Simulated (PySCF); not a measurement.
**Converging LiSe in the basis (MP2)**

PySCF, UHF reference; doublet, unpaired electrons π ↑; De to Li + Se without counterpoise correction. Frozen cores follow the default of each basis and core potential.

```
       basis     relativity  functions  Re (Å)  ωe (cm⁻¹)  De (eV)  frozen orbitals
    def2-SVP  no relativity         41   2.291        515     2.52                9
   def2-SVPD  no relativity         53   2.318        496     2.71                9
x2c-TZVPPall  spin-free X2C         67   2.281        515     2.74                9
```

(1) How does each smaller set differ from the one with most functions, x2c-TZVPPall?

Correlated steps freeze 9 core orbitals. Correlated levels converge slowly with the basis: in double zeta they bind strong bonds too weakly, by up to about 1 eV, and carry superposition errors of some tenths. Spin–orbit coupling is left out. The state is the lowest determinant that a PBE0 search found; another state may lie lower at other levels.

Answers

(1) def2-SVP: +1.0 pm, +0.0 % in ωe, -0.22 eV in De; def2-SVPD: +3.7 pm, -3.7 % in ωe, -0.03 eV in De. All at MP2; the set with most functions is neither the basis-set limit nor always the best. The rows treat relativity differently, so the differences are not basis effects alone.
